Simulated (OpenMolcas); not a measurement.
Computed levels of 4s2 4p3 in ions with 33 electrons, in cm-1 above 4S* 3/2.

- Program: OpenMolcas
- Method: CASSCF
- Basis: ANO-R2
- Scalar Hamiltonian: X2C, finite nucleus
- Spin-orbit coupling: state interaction with AMFI integrals over the reference wave functions, term energies averaged over their components

Active space for each ion: 3 electrons in 3 orbitals (4p).

| Level | As | Se+ | Kr3+ |
| --- | --- | --- | --- |
| 2D* 3/2 | 14568 | 17499 | 21985 |
| 2D* 5/2 | 14757 | 17903 | 23207 |
| 2P* 1/2 | 24405 | 29586 | 38278 |
| 2P* 3/2 | 24656 | 30126 | 39947 |

Estimate 2D* 3/2, 2D* 5/2 for Br2+ from its neighbours Se+ and Kr3+.

2D* 3/2 is another term, which grows about linearly with the charge: (17499 + 21985) / 2 = 19742. The calculation gives 19934, so the estimate is off by -1.0 %.
2D* 5/2 is another term, which grows about linearly with the charge: (17903 + 23207) / 2 = 20555. The calculation gives 20668, so the estimate is off by -0.5 %.

With the s shell closed, the reference lacks s² → p² mixing. Without dynamic correlation excited terms often stand tens of per cent too high (terms of higher spin than the ground term too low), and those without a measured partner can miss by more than the paired ones (holds for As; Se+). Levels of configurations outside the active space are missing.

* marks odd parity.
